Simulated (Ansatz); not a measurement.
Molecule: FeBr₂, net charge 0, quintet state. The spin state was set by rule; other spins were not relaxed. 
Geometry from a B3LYP-D3(BJ)/def2-TZVP (Ansatz, a program for electronic structure) optimisation:
SMILES: [Br][Fe][Br]
```xyz
3

Fe     0.0000     0.0000     0.0000
Br     0.0000     0.0000     2.2922
Br     0.0000     0.0000    -2.2922
```
Charge 0, spin multiplicity 5.

Total electronic energies in hartree. Correlated levels leave the core frozen unless marked. UHF or UKS for open shells. No spin-orbit coupling. Frozen are the shells of the preceding noble gas and the d and f shells that filled before the atom's block. No relativistic terms. Basis-set limits of correlation are two-point, X^-3; Hartree-Fock from the larger set. [CCSD(T)-MP2]/basis is that difference in the basis named.

```json
[
 {"level": "HF/def2-SVP", "program": "Ansatz", "energy (Eh)": "-6406.62832"},
 {"level": "B3LYP/def2-TZVPD", "program": "Ansatz", "energy (Eh)": "-6412.24334"},
 {"level": "r2SCANh-D4/def2-TZVPD", "program": "Ansatz + dftd4", "energy (Eh)": "?"},
 {"level": "HSE06-D3(BJ)/def2-TZVPD", "program": "Ansatz + dftd3", "energy (Eh)": "?"},
 {"level": "CAM-B3LYP-D3(BJ)/def2-TZVPD", "program": "Ansatz + dftd3", "energy (Eh)": "-6412.47937"},
 {"level": "LC-wPBE-D3(BJ)/def2-TZVPD", "program": "Ansatz + dftd3", "energy (Eh)": "-6411.24750"},
 {"level": "RPA@PBE/def2-TZVPP", "program": "Ansatz", "energy (Eh)": "?"},
 {"level": "MP2/STO-3G", "program": "Ansatz", "energy (Eh)": "-6338.54109"},
 {"level": "MP2/def2-SVPD", "program": "Ansatz", "energy (Eh)": "-6407.00531"},
 {"level": "MP2/def2-TZVPP", "program": "Ansatz", "energy (Eh)": "-6407.93800"},
 {"level": "RI-MP2/def2-QZVPP", "program": "Ansatz", "energy (Eh)": "-6408.11507"},
 {"level": "SCS-MP2/def2-SVP", "program": "Ansatz", "energy (Eh)": "-6406.94172"},
 {"level": "CCSD/6-31G*", "program": "Ansatz", "energy (Eh)": "-6407.01290"},
 {"level": "CCSD/def2-TZVPPD", "program": "Ansatz", "energy (Eh)": "-6407.97476"},
 {"level": "RI-MP2/CBS(def2-TZVPPD,def2-QZVPPD)+[CCSD(T)-MP2]/def2-TZVPPD", "program": "Ansatz", "energy (Eh)": "-6408.2087"}
]
```

### Question
What belongs in the gaps?

### Answer

- r2SCANh-D4/def2-TZVPD, energy (Eh): -6412.09549
- HSE06-D3(BJ)/def2-TZVPD, energy (Eh): -6411.34403
- RPA@PBE/def2-TZVPP, energy (Eh): -6408.21480
